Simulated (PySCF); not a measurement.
Protons, H atoms and electrons added to or taken from N[SiH3]. Isolated molecules, 0 K electronic values unless said otherwise. One relaxed conformer stands for each flexible species; it need not be the lowest. Strings in code marks are SMILES.

Quantity: electronic energy of isomers of H4NSi, doublet states, relative to `N[SiH2]`, in kcal/mol.

Level 1: PBE-D3(BJ)/def2-TZVP // PBE0-D4/def2-TZVP (PySCF)
Level 2: B3LYP/6-31G* // PBE0-D4/def2-TZVP (PySCF)
Level 3: M06-2X/6-31G* // PBE0-D4/def2-TZVP (PySCF)
Level 4: PBE/6-31G* // PBE0-D4/def2-TZVP (PySCF)

```
species       level 1  level 2  level 3  level 4
------------  -------  -------  -------  -------
`[NH][SiH3]`     24.5     19.5     22.3     23.2
```
